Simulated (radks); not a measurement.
Question: Coherent X-ray form factor from a spherical all-electron density. Calculated with a radial shooting solver on a logarithmic mesh with Libxc functionals: non-relativistic Kohn-Sham, PBE, spin-unpolarised, spherical densities, point nucleus.

sin(theta)/lambda (1/angstrom),f0 (electrons)
0.05,0.936
0.1,0.779
0.15,0.598
0.2,0.438
0.25,0.314
0.3,0.224
0.4,0.117
0.5,0.064
0.6,0.037
0.8,0.014
1,0.006
1.25,0.003
1.5,0.001
2,0.000

The species is in the configuration that NIST lists as its ground one. Which atom or ion scatters so?

Answer: Neutral hydrogen, 1s1. Extrapolating in s^2 from the first two rows gives f0(0) = 1.0, near the electron count 1; among species with that count, the fall with angle is slower the higher Z, and the table is that of Z = 1; from so few rows the species is fixed only to a neighbour or two.
